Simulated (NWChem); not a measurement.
# TiN$_{2}$H$_{6}$; SMILES [TiH2]([NH2])[NH2]

```xyz
9

Ti    -0.3875    -0.0052     0.0000
N      0.5789     0.0198     1.5893
H      1.5719    -0.1270     1.7529
H      0.0984     0.1658     2.4771
N      0.5789     0.0198    -1.5893
H      0.0984     0.1658    -2.4771
H      1.5719    -0.1270    -1.7529
H     -1.3123    -1.4530     0.0000
H     -1.6088     1.2133     0.0000
```
Atoms are numbered in this order, from 1.

Results from NWChem. Medium grid unless said otherwise, to which SCAN and Minnesota functionals are sensitive. Structure relaxed at the B3LYP/6-31G* (spherical d) level. Hybrids' shares of exact exchange are those that their runs print; pure functionals count as 0. The functionals differ in more than this share.

```csv
row,share of exact exchange,orbital gap (eV)
PBE/def2-SVP,0.00,3.09
KT2/def2-SVP,0.00,3.13
B3LYP/def2-SVP,0.20,5.27
B3PW91/def2-SVP,0.20,5.27
r2SCAN0/def2-SVP,0.25,6.16
M06/def2-SVP,0.27,5.60
MN15/def2-SVP,0.44,7.10
BHandHLYP/def2-SVP,0.50,8.53
M05-2X/def2-SVP,0.56,withheld
```

Fit a straight line of the last column on the one before it, predict the withheld value, and compare with the run.


1. Means of the 8 shown rows: x = 0.232, y = 5.519. Slope Σ(x − x̄)(y − ȳ)/Σ(x − x̄)² = 2.284/0.2265 = 10.08; intercept 3.175.
2. The shown rows scatter about the line by 0.293 (root mean square); the largest residual is -0.51, at MN15/def2-SVP.
3. At x = 0.56 (M05-2X/def2-SVP; beyond the shown range) the line gives 8.82.
4. The run gives 8.71, -0.11 from the line, 0.4 times the scatter.
